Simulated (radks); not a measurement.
Species: O IV. Configuration: [He] 2s2 2p1 (the NIST ground configuration). Calculated with a radial shooting solver on a logarithmic mesh with Libxc functionals: scalar-relativistic Kohn-Sham, PBEsol, spin-polarised, spherical densities, finite nucleus; open shells are filled with parallel spins first; Fermi nuclear charge, rms radius 2.6991 fm.

Radial electron density D(r) = 4 pi r^2 rho(r):

```
   r/bohr * D(r) (the largest magnitude, 8.6, reaches the edge; | marks zero)
  0.01706 |     *
  0.01878 |      *
  0.02083 |       *
  0.02293 |        *
  0.02545 |          *
  0.02801 |            *
  0.03108 |              *
  0.03421 |                *
  0.03796 |                   *
  0.04179 |                      *
  0.04637 |                         *
  0.05104 |                             *
  0.05618 |                                *
  0.06234 |                                    *
  0.06862 |                                       *
  0.07614 |                                           *
  0.08382 |                                              *
    0.093 |                                                 *
   0.1024 |                                                    *
   0.1136 |                                                     *
    0.125 |                                                      *
   0.1387 |                                                      *
   0.1527 |                                                    *
   0.1695 |                                                  *
   0.1865 |                                              *
    0.207 |                                         *
   0.2278 |                                     *
   0.2528 |                               *
   0.2783 |                          *
   0.3088 |                     *
   0.3399 |                  *
   0.3771 |               *
   0.4151 |              *
    0.457 |              *
   0.5071 |               *
   0.5582 |                *
   0.6193 |                  *
   0.6817 |                   *
   0.7564 |                    *
   0.8327 |                    *
   0.9239 |                  *
    1.017 |                *
    1.128 |             *
    1.242 |          *
    1.378 |       *
    1.517 |     *
    1.684 |   *
    1.853 | *
    2.056 |*
    2.263 |*
    2.511 *
    2.765 *
    3.068 *
    3.377 *
```

D(r) has 2 maxima, at r = 0.128, 0.775 bohr, and minima at 0.439 bohr, inside which lie 2.13 electrons.
